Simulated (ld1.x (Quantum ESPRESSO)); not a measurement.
## germanium, ultrasoft: configuration errors across variants

| Quantity | Value |
| --- | --- |
| Element | Ge |
| Generator | ld1.x (Quantum ESPRESSO) 7.5 |
| Type | ultrasoft |
| Functional | LDA (PZ) |
| Relativity | scalar-relativistic |
| Frozen core | [Ar] |
| Valence charge | 14 |
| Reference configuration | 3d10 4s2 4p2 |
| Partial waves | 4s (bound): rcut 1.45, rcutus 2.00 bohr; 4s channel at -0.05 Ry: rcut 1.45, rcutus 2.00 bohr; 4p (bound): rcut 1.65, rcutus 2.30 bohr; 4p channel at 3.75 Ry: rcut 1.65, rcutus 2.30 bohr; 3d (bound): rcut 1.30, rcutus 1.35 bohr; 3d channel at 0.4 Ry: rcut 1.30, rcutus 1.35 bohr |
| Local potential | all-electron potential smoothed inside 1.40 bohr (lloc = -1) |
| Core correction | a·sin(br)/r model core inside 1.10 bohr |
| Augmentation charge | PSQ, radius 1.05 bohr |

All-electron excitation energies from the reference (eV): (1) 3d10 4s2 4p1 7.636; (2) 3d10 4s2 4p0 23.352; (3) 3d10 4s1 4p0 58.570; (4) 3d9 4s2 4p3 29.720.

Errors AE − PS in meV (a dash: test not solved or not reliable):

| change | (1) | (2) | (3) | (4) | bound ghosts |
| --- | --- | --- | --- | --- | --- |
| base | -0.9 | -3.5 | -11 | +144 | none |
| wave 4p channel at 3.75 Ry: rcut 1.65, rcutus 2.30 bohr becomes 4p channel at -0.15 Ry: rcut 1.65, rcutus 2.30 bohr | -1.0 | -3.5 | -11 | +165 | none |
| wave 4p channel at 3.75 Ry: rcut 1.65, rcutus 2.30 bohr becomes 4p channel at -0.09 Ry: rcut 1.65, rcutus 2.30 bohr | -1.0 | -3.5 | -11 | +164 | none |
| wave 4p channel at 3.75 Ry: rcut 1.65, rcutus 2.30 bohr becomes 4p channel at 0.01 Ry: rcut 1.65, rcutus 2.30 bohr | -1.0 | -3.5 | -11 | +163 | none |
| wave 4p channel at 3.75 Ry: rcut 1.65, rcutus 2.30 bohr becomes 4p channel at 0.18 Ry: rcut 1.65, rcutus 2.30 bohr | -1.0 | -3.5 | -11 | +161 | none |
| wave 4p channel at 3.75 Ry: rcut 1.65, rcutus 2.30 bohr becomes 4p channel at 0.47 Ry: rcut 1.65, rcutus 2.30 bohr | -1.0 | -3.5 | -11 | +159 | none |
| wave 4p channel at 3.75 Ry: rcut 1.65, rcutus 2.30 bohr becomes 4p channel at 1.28 Ry: rcut 1.65, rcutus 2.30 bohr | -1.0 | -3.5 | -11 | +154 | none |
| wave 4p channel at 3.75 Ry: rcut 1.65, rcutus 2.30 bohr becomes 4p channel at 1.98 Ry: rcut 1.65, rcutus 2.30 bohr | -1.0 | -3.5 | -11 | +146 | none |
| wave 4p channel at 3.75 Ry: rcut 1.65, rcutus 2.30 bohr becomes 4p channel at 5.69 Ry: rcut 1.65, rcutus 2.30 bohr | -0.7 | -3.5 | -11 | +140 | none |

(1) Give the same row for: wave 4p channel at 3.75 Ry: rcut 1.65, rcutus 2.30 bohr becomes 4p channel at 3.15 Ry: rcut 1.65, rcutus 2.30 bohr.

## Answers

(1) -0.9, -3.5, -11, +146; bound ghosts: none.
